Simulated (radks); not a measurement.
Values are calculated unless marked as measured or tabulated.
Species: Zn II. Configuration: [Ar] 3d9.75 4s1 4f0.25 (fractional occupations, a model configuration). Code: a radial shooting solver on a logarithmic mesh with Libxc functionals. Model: scalar-relativistic Kohn-Sham, B86b exchange with PBE correlation, spin-polarised, spherical densities, point nucleus; open shells are filled with parallel spins first.

Radial electron density D(r) = 4 pi r^2 rho(r):

r (bohr)  D(r) (e/bohr)  spin D(r)
0.004342          3.769    0.00185
0.005979          6.378    0.00311
0.008168          10.28    0.00496
0.01125           15.97    0.00755
0.01549           23.15     0.0105
0.02116           30.42     0.0127
0.02914           35.71     0.0124
0.04014           36.17    0.00772
0.05483           32.23   0.000872
0.07551           29.22   0.000927
0.1032            33.41     0.0188
0.1421            41.17     0.0478
0.1956            38.81     0.0613
0.2673            25.78     0.0858
0.3681            19.37      0.202
0.5069            23.84      0.315
0.6925            22.35      0.241
0.9536            12.61      0.178
1.313             4.929      0.382
1.794             1.866      0.578
2.471            0.7089      0.447
3.402            0.1932      0.163
4.648           0.03007     0.0285
6.401           0.01030     0.0103
8.815           0.02343     0.0234
12.04           0.02780     0.0278
16.58          0.009345    0.00934
22.84         0.0007618   0.000762

D(r) has 4 maxima, at r = 0.0350, 0.159, 0.571, 10.9 bohr, and minima at 0.0749, 0.359, 6.10 bohr, inside which lie 2.09, 10.90, 28.76 electrons.
